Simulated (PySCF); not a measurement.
**C3H6FOSi: g tensor and hyperfine couplings**

Compound: C3H6FOSi (doublet state).
Structure used (GFN2-xTB), in Å, numbered top down from 1:
```
atom  x, y, z in Å
F1    -2.8387    1.5409   -1.0089
C2    -2.6977    0.2427   -0.8031
C3    -1.7659   -0.4373   -0.2087
C4    -0.4924    0.1527    0.3910
O5     0.6017   -0.5067   -0.1444
Si6    2.1896   -0.2205    0.0316
H7    -1.8363   -1.5104   -0.1462
H8    -0.5297    0.0047    1.4794
H9    -0.4466    1.2272    0.1817
H10    2.5906   -0.3921    1.4317
H11    2.6984   -1.2486   -0.8581
H12    2.5282    1.1465   -0.3719
```

The hyperfine couplings belong to this conformer and change with its torsions.

The species is `F/[C]=C\CO[SiH3]` [radical].

The calculation used PySCF 2.14.0, UKS B3LYP, pcH-1 on C F H O Si, non-relativistic, mean-field spin-orbit, GIAO. The structure is a single GFN2-xTB conformer in the gas phase; no vibrational or solvent corrections. A GFN2-xTB geometry isn't a minimum of the functional, and hyperfine couplings can be far from their values at a DFT geometry. Stability of the SCF solution: not tested.

* g1, g2, g3: 2.00195, 2.00205, 2.00447
* g_iso: 2.00282
* Form of g: close to axial: the two nearest values differ by 4 % of g3 − g1
* ⟨S²⟩: 0.7589 (exact 0.7500)

Isotropic coupling and dipolar principal values T1 to T3, in MHz; ρ(0) is the spin density at the nucleus:

```json
{"atom": "F1", "isotope": "19F", "a_iso": "388.8", "of which spin–orbit": "1.0", "T1": "-285.4", "T2": "-220.6", "T3": "506.0", "Mulliken spin population": "0.08", "ρ(0) (bohr⁻³)": "0.0922"}
{"atom": "C2", "isotope": "13C", "a_iso": "556.2", "of which spin–orbit": "0.0", "T1": "-78.9", "T2": "-52.5", "T3": "131.4", "Mulliken spin population": "0.94", "ρ(0) (bohr⁻³)": "0.4948"}
{"atom": "C3", "isotope": "13C", "a_iso": "67.7", "of which spin–orbit": "0.0", "T1": "-24.5", "T2": "-1.9", "T3": "26.3", "Mulliken spin population": "-0.11", "ρ(0) (bohr⁻³)": "0.0603"}
{"atom": "C4", "isotope": "13C", "a_iso": "53.4", "of which spin–orbit": "0.0", "T1": "-7.2", "T2": "-6.5", "T3": "13.7", "Mulliken spin population": "0.07", "ρ(0) (bohr⁻³)": "0.0475"}
{"atom": "O5", "isotope": "17O", "a_iso": "-1.1", "of which spin–orbit": "0.0", "T1": "-2.7", "T2": "1.0", "T3": "1.6", "Mulliken spin population": "0.00", "ρ(0) (bohr⁻³)": "0.0019"}
{"atom": "Si6", "isotope": "29Si", "a_iso": "-4.8", "of which spin–orbit": "0.0", "T1": "-0.9", "T2": "0.4", "T3": "0.4", "Mulliken spin population": "0.00", "ρ(0) (bohr⁻³)": "0.0054"}
{"atom": "H7", "isotope": "1H", "a_iso": "43.9", "of which spin–orbit": "0.0", "T1": "-7.9", "T2": "-6.4", "T3": "14.3", "Mulliken spin population": "0.02", "ρ(0) (bohr⁻³)": "0.0098"}
{"atom": "H8", "isotope": "1H", "a_iso": "-1.5", "of which spin–orbit": "0.0", "T1": "-3.4", "T2": "-1.3", "T3": "4.7", "Mulliken spin population": "0.00", "ρ(0) (bohr⁻³)": "-0.0003"}
{"atom": "H9", "isotope": "1H", "a_iso": "-6.1", "of which spin–orbit": "0.0", "T1": "-5.0", "T2": "-0.5", "T3": "5.5", "Mulliken spin population": "0.00", "ρ(0) (bohr⁻³)": "-0.0014"}
{"atom": "H10", "isotope": "1H", "a_iso": "0.0", "of which spin–orbit": "0.0", "T1": "-0.5", "T2": "-0.4", "T3": "0.9", "Mulliken spin population": "0.00", "ρ(0) (bohr⁻³)": "0.0000"}
{"atom": "H11", "isotope": "1H", "a_iso": "0.0", "of which spin–orbit": "0.0", "T1": "-0.5", "T2": "-0.4", "T3": "0.9", "Mulliken spin population": "0.00", "ρ(0) (bohr⁻³)": "0.0000"}
{"atom": "H12", "isotope": "1H", "a_iso": "0.0", "of which spin–orbit": "0.0", "T1": "-0.5", "T2": "-0.5", "T3": "1.0", "Mulliken spin population": "0.00", "ρ(0) (bohr⁻³)": "0.0000"}
```

Largest spin populations (Mulliken): C2 (+0.94), C3 (-0.11), F1 (+0.08) and C4 (+0.07). No atom but C2 exceeds +0.15.

Axes: g2 points within 2° of the C3–H7 bond.

Under fast tumbling the dipolar parts average out, and these isotropic splittings remain: 1 × 19F (F1, I = 1/2, 2 lines) with 13.87 mT, 1 × 1H (H7, I = 1/2, 2 lines) with 1.57 mT and 2 × 1H (H8/H9, I = 1/2, 3 lines) with 0.14 mT.

Means are taken over nuclei equivalent by connectivity, which assumes that they swap fast.

The 13C coupling of C2 (556.2 MHz) shows only in satellite lines or after enrichment, since that isotope makes up about 1.07 % of natural carbon.

On an Arm Neoverse V1 with one thread, shared host, this took 43 s (with the writing of density and orbital grids) and 0.75 GiB of memory at its peak.
